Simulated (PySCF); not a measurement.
**Excitation energy of Br by level of theory**

Br [Ar] 3d10 4s2 4p5 (2P) → Br [Ar] 3d10 4s2 4p4 4d1 (high-spin determinant), as a difference of total energies. Computed with PySCF 2.14 in aug-cc-pVQZ-DK (8s7p5d3f2g, 93 functions), with scalar relativity by spin-free X2C-1e. Correlated levels: valence: [Ar] 3d10 frozen. The calculations carry no spin-orbit coupling.

```
           method  excitation energy (eV)
              UHF                   9.767
              LDA                  10.379
              PBE                  10.059
             PBE0                  10.182
           r2SCAN                  10.306
          LC-wPBE                  10.508
          wB97X-V                  10.677
            wB97X                  10.744
           revPBE                   9.992
    MP2 (valence)                  10.443
SCS-MP2 (valence)                  10.574
```

Question: How much does correlation contribute at MP2 (valence)?

Answer: 10.443 − (9.767) = 0.676 eV, measured against UHF.

A first-order spin-orbit estimate (lowest level to lowest level, LS coupling) adds -0.005 eV.

The promoted electron is Rydberg-like, and one or two diffuse shells describe it only roughly, which tends to raise the upper state.

In the upper state the promoted electron has a positive orbital energy at LDA, PBE, PBE0, r2SCAN, revPBE, so the basis confines it.

The determinant of the upper state mixes LS terms, which raises its energy above the lowest term, most at the Hartree-Fock and MP2 levels.
